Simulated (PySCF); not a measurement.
C3H9Si, SMILES [Si](C)(C)C (connectivity only; charge and spin as stated), charge +1, multiplicity 1. Atoms are numbered in the order given.

```xyz
13

C     -0.4524     1.7544     0.2576
Si    -0.0002     0.0002    -0.0001
C      1.7363    -0.5372     0.2099
C     -1.2837    -1.2173    -0.4675
H      0.1564     2.3933    -0.4076
H     -0.1887     2.0504     1.2897
H     -1.5188     1.9568     0.0837
H      2.0936    -0.9952    -0.7306
H      1.7836    -1.3344     0.9742
H      2.4117     0.2819     0.4949
H     -1.7576    -0.9024    -1.4153
H     -0.8910    -2.2380    -0.5794
H     -2.0876    -1.2142     0.2910
```
Charge +1, spin multiplicity 1.

Coordinates come from a ωB97X-D3(BJ)/def2-SVP optimisation. The multiplicity is an assumed one; no other spin state was optimised. The isomer is the one that the SMILES or the coordinates give; other isomers of the formula were not compared.

The numbers are results of ωB97X-D3(BJ)/def2-SVP run with PySCF, not measurements.

Frequencies are harmonic and unscaled.

Question: List the normal modes with their intensities. (An estimate is asked for; the answer gives what the named calculation found.)

Answer: 
```json
[
 {"mode": "1", "ν (cm⁻¹)": "27", "IR (km/mol)": "0.0", "moving atoms (share of kinetic energy)": "H 96 %"},
 {"mode": "2", "ν (cm⁻¹)": "28", "IR (km/mol)": "0.0", "moving atoms (share of kinetic energy)": "H 96 %"},
 {"mode": "3", "ν (cm⁻¹)": "61", "IR (km/mol)": "1.4", "moving atoms (share of kinetic energy)": "H 94 %"},
 {"mode": "4", "ν (cm⁻¹)": "217", "IR (km/mol)": "3.2", "moving atoms (share of kinetic energy)": "C 47 %, H 39 %, Si 14 %"},
 {"mode": "5", "ν (cm⁻¹)": "217", "IR (km/mol)": "3.2", "moving atoms (share of kinetic energy)": "C 48 %, H 39 %, Si 14 %"},
 {"mode": "6", "ν (cm⁻¹)": "227", "IR (km/mol)": "3.0", "moving atoms (share of kinetic energy)": "H 44 %, Si 42 %, C 14 %"},
 {"mode": "7", "ν (cm⁻¹)": "625", "IR (km/mol)": "0.0", "moving atoms (share of kinetic energy)": "C 55 %, H 45 %"},
 {"mode": "8", "ν (cm⁻¹)": "627", "IR (km/mol)": "0.0", "moving atoms (share of kinetic energy)": "H 85 %, C 15 %"},
 {"mode": "9", "ν (cm⁻¹)": "628", "IR (km/mol)": "0.0", "moving atoms (share of kinetic energy)": "H 68 %, C 32 %"},
 {"mode": "10", "ν (cm⁻¹)": "711", "IR (km/mol)": "0.0", "moving atoms (share of kinetic energy)": "H 79 %, C 21 %"},
 {"mode": "11", "ν (cm⁻¹)": "772", "IR (km/mol)": "6.2", "moving atoms (share of kinetic energy)": "H 44 %, C 40 %, Si 16 %"},
 {"mode": "12", "ν (cm⁻¹)": "772", "IR (km/mol)": "6.3", "moving atoms (share of kinetic energy)": "H 44 %, C 40 %, Si 16 %"},
 {"mode": "13", "ν (cm⁻¹)": "827", "IR (km/mol)": "85.5", "moving atoms (share of kinetic energy)": "H 62 %, C 24 %, Si 14 %"},
 {"mode": "14", "ν (cm⁻¹)": "909", "IR (km/mol)": "139.8", "moving atoms (share of kinetic energy)": "H 44 %, Si 31 %, C 25 %"},
 {"mode": "15", "ν (cm⁻¹)": "909", "IR (km/mol)": "139.8", "moving atoms (share of kinetic energy)": "H 44 %, Si 31 %, C 25 %"},
 {"mode": "16", "ν (cm⁻¹)": "1287", "IR (km/mol)": "79.8", "moving atoms (share of kinetic energy)": "H 78 %, C 22 %"},
 {"mode": "17", "ν (cm⁻¹)": "1287", "IR (km/mol)": "79.8", "moving atoms (share of kinetic energy)": "H 78 %, C 22 %"},
 {"mode": "18", "ν (cm⁻¹)": "1290", "IR (km/mol)": "0.0", "moving atoms (share of kinetic energy)": "H 81 %, C 19 %"},
 {"mode": "19", "ν (cm⁻¹)": "1402", "IR (km/mol)": "9.4", "moving atoms (share of kinetic energy)": "H 96 %"},
 {"mode": "20", "ν (cm⁻¹)": "1402", "IR (km/mol)": "9.4", "moving atoms (share of kinetic energy)": "H 96 %"},
 {"mode": "21", "ν (cm⁻¹)": "1408", "IR (km/mol)": "0.0", "moving atoms (share of kinetic energy)": "H 95 %"},
 {"mode": "22", "ν (cm⁻¹)": "1408", "IR (km/mol)": "0.0", "moving atoms (share of kinetic energy)": "H 95 %"},
 {"mode": "23", "ν (cm⁻¹)": "1409", "IR (km/mol)": "0.0", "moving atoms (share of kinetic energy)": "H 95 %"},
 {"mode": "24", "ν (cm⁻¹)": "1414", "IR (km/mol)": "41.7", "moving atoms (share of kinetic energy)": "H 96 %"},
 {"mode": "25", "ν (cm⁻¹)": "3054", "IR (km/mol)": "34.3", "moving atoms (share of kinetic energy)": "H 97 %"},
 {"mode": "26", "ν (cm⁻¹)": "3054", "IR (km/mol)": "34.3", "moving atoms (share of kinetic energy)": "H 97 %"},
 {"mode": "27", "ν (cm⁻¹)": "3058", "IR (km/mol)": "0.0", "moving atoms (share of kinetic energy)": "H 97 %"},
 {"mode": "28", "ν (cm⁻¹)": "3142", "IR (km/mol)": "39.0", "moving atoms (share of kinetic energy)": "H 91 %, C 9 %"},
 {"mode": "29", "ν (cm⁻¹)": "3142", "IR (km/mol)": "0.0", "moving atoms (share of kinetic energy)": "H 91 %, C 9 %"},
 {"mode": "30", "ν (cm⁻¹)": "3142", "IR (km/mol)": "0.8", "moving atoms (share of kinetic energy)": "H 91 %, C 9 %"},
 {"mode": "31", "ν (cm⁻¹)": "3199", "IR (km/mol)": "15.5", "moving atoms (share of kinetic energy)": "H 90 %, C 10 %"},
 {"mode": "32", "ν (cm⁻¹)": "3199", "IR (km/mol)": "15.2", "moving atoms (share of kinetic energy)": "H 90 %, C 10 %"},
 {"mode": "33", "ν (cm⁻¹)": "3199", "IR (km/mol)": "0.4", "moving atoms (share of kinetic energy)": "H 90 %, C 10 %"}
]
```
